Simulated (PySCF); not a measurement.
Vertical excitations of a molecule C4H6ClF from TDDFT-M06-2X/def2-SVPD (PySCF), as energy in eV (oscillator strength): 7.21 (0.002), 7.24 (0.004), 8.42 (0.018), 8.47 (0.032), 8.69 (0.035), 8.76 (0.011), 8.87 (0.016), 8.93 (0.078), 9.02 (0.008), 9.09 (0.021). Lowest triplet (TDA): 6.69 eV. Geometry: B3LYP-D3(BJ)/def2-SVP. Other conformers were not sampled.

### Question
Which structure fits?
A) FC1(Cl)CCC1
B) F[C@@H]1CC[C@H]1Cl
C) CC(C)=C(F)Cl
D) C=C(F)CCCl

### Answer
B, F[C@@H]1CC[C@H]1Cl
